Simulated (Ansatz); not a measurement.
A structure relaxed at PBE0-D4/def2-TZVPD in Ansatz, charge -1, singlet:

```csv
atom,x (Å),y (Å),z (Å)
Rb1,1.823,0.469,-1.392
Rb2,0.361,-0.610,2.230
Rb3,-2.181,0.364,-0.773
H4,2.572,-1.135,0.701
H5,-0.442,0.011,-2.859
H6,0.046,2.159,0.659
H7,-2.180,-1.257,1.434
```

Problem. Give its formula and point group.

Solution. Rb3H4⁻. Point group C3v (tolerance 0.1 Å).

Problem. Summarise the bond lengths by kind (pairs closer than 1.2 times the sum of covalent radii, bridged metal pairs left out).

Solution. 6 × H–Rb 2.74 Å.

In the def2 sets Rb takes a core potential; there is no spin–orbit coupling. Another isomer (singlet) lies 0.08 eV lower at PBE0-D4/def2-TZVPD; other spin states weren't run for this one.
